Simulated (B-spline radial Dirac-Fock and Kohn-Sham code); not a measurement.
Binding energies of Mo⁴⁺

System: molybdenum as Mo⁴⁺, configuration [Kr] 4d2, inside a Watson sphere of charge -4 and radius 2.7 Å (a model of the Madelung potential; inside it an electron's potential energy is raised by 21.3 eV); nuclear rms radius 4.4091 fm (A = 98).

Input of the calculation (task.json; shells as n, l, electrons):

```json
{"items": [{
  "Z": 42,
  "q": 4,
  "cfg": [[1, 0, 2], [2, 0, 2], [2, 1, 6], [3, 0, 2], [3, 1, 6], [3, 2, 10], [4, 0, 2], [4, 1, 6], [4, 2, 2]],
  "A": 98,
  "rrms": 4.4091,
  "watson": [-4, 2.7],
  "do": ["binding"]
}]}
```

Run with: `python xray_run.py task.json out`

These are calculated numbers from a radial finite-basis atomic code; the model is Dirac-Fock energy differences between relaxed states, corrected for Breit and QED terms. The model has no electron correlation. Energies are counted from the vacuum level.

All terms are in eV, carry their sign (relaxation lowers the binding energy) and add up to the binding energy; ⟨r⟩ is the mean radius of the orbital in the initial state.

```csv
subshell,−ε (Koopmans),relaxation,Breit,QED,binding energy,⟨r⟩ (bohr)
1s,20149.5,-55.48,-36.30,-18.08,20039.6,0.035
2s,2945.4,-27.19,-3.05,-2.10,2913.1,0.153
2p1/2,2702.4,-30.10,-5.23,0.21,2667.3,0.131
2p3/2,2595.2,-29.34,-3.46,-0.01,2562.4,0.135
3s,557.2,-8.58,-0.37,-0.39,547.9,0.426
3p1/2,463.3,-8.81,-0.69,0.04,453.8,0.421
3p3/2,445.0,-8.53,-0.39,0.00,436.1,0.431
3d3/2,279.8,-9.49,-0.14,0.04,270.2,0.412
3d5/2,276.3,-9.37,-0.01,0.03,267.0,0.415
4s,105.5,-1.41,-0.05,-0.06,103.9,1.094
4p1/2,74.89,-1.26,-0.09,0.01,73.55,1.182
4p3/2,72.09,-1.19,-0.04,0.00,70.86,1.206
4d,31.60,-0.60,0.01,0.00,31.02,1.526
```

For the deepest level, K (1s), the Breit terms make up -0.181 % of the binding energy, QED -0.090 % and orbital relaxation -0.277 %.

Spin-orbit splittings: 2p 104.9 eV, 3p 17.78 eV, 3d 3.19 eV, 4p 2.69 eV.
